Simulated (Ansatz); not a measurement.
Input for Ansatz (development build ahead of 0.2.0):

```yaml
crystal:
  periodic: [false, false, false]
  atoms:
    - { symbol: Sc, position_ang: [0.0, 0.0, 0.0] }
    - { symbol: "N", position_ang: [0.0, 0.0, 2.366] }
basis:
  gaussian: { orbitals: def2-SVP }
magnetization:
  spin_polarized: true
hamiltonian:
  xc: pbe0
scf:
  omitted_lower_state_checks: [starts, atomic_configurations, cluster_reference, orbital_swaps, given_window_search, neighbouring_geometries, increment]
output:
  forces: true
```

The input is written out in the form of the current development build from the run's settings.

The run gave:

| Property | Result |
| --- | --- |
| Converged | yes |
| Total energy | -814.86064 hartree |
| Spin squared of the determinant | 2.034 |
| Stability test | minimum |

Forces (eV/Å):
```csv
atom,Fx,Fy,Fz
Sc1,0.000,0.000,1.746
N2,0.000,0.000,-1.746
```

Caution: the unrestricted determinant is a mixture of spin states.
